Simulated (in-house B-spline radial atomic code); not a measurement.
Checks on a self-consistent run for the niobium ion Nb⁷⁺, [Ar] 3d10 4s2 4p4. Method: non-relativistic Hartree-Fock, average of configuration, point nucleus. Calculated with an all-electron radial atomic-structure program (B-spline basis).

| orbital | q | ε (Eh) | <1/r> | <r²> |
| --- | --- | --- | --- | --- |
| 1s | 2 | -689.55791 | 40.4885 | 0.00185166 |
| 2s | 2 | -101.06668 | 9.13613 | 0.0310683 |
| 2p | 6 | -92.91652 | 9.0954 | 0.0238202 |
| 3s | 2 | -21.24785 | 3.16654 | 0.232113 |
| 3p | 6 | -18.07587 | 3.06125 | 0.232742 |
| 3d | 10 | -12.32975 | 2.86732 | 0.220092 |
| 4s | 2 | -6.05040 | 1.19965 | 1.39724 |
| 4p | 4 | -5.07401 | 1.11778 | 1.58849 |

Electron-electron repulsion V_ee = 1295.3039 hartree, kinetic energy T = 3740.6975 hartree.

(1) What total energy follows from the eigenvalues?

(2) What is the virial ratio?

(3) What diamagnetic shielding (Lamb formula) and susceptibility (Langevin formula) do the radii give?

Answers

(1) The eigenvalues count the repulsion twice, so E = Σqε - V_ee = -2445.394 - 1295.304 = -3740.697 hartree; the run printed -3740.697.

(2) -V/T = (T - E)/T = 2.000000; at the Hartree-Fock limit it is 2.

(3) σ = (α²/3)Σq<1/r> = 214.066/(3·137.036²) = 3799.8 ppm, and χ = -0.79199×10⁻⁶·Σq<r²> = -10.63×10⁻⁶ cm³/mol with Σq<r²> = 13.419 bohr². Both are non-relativistic formulas without the paramagnetism of open shells.
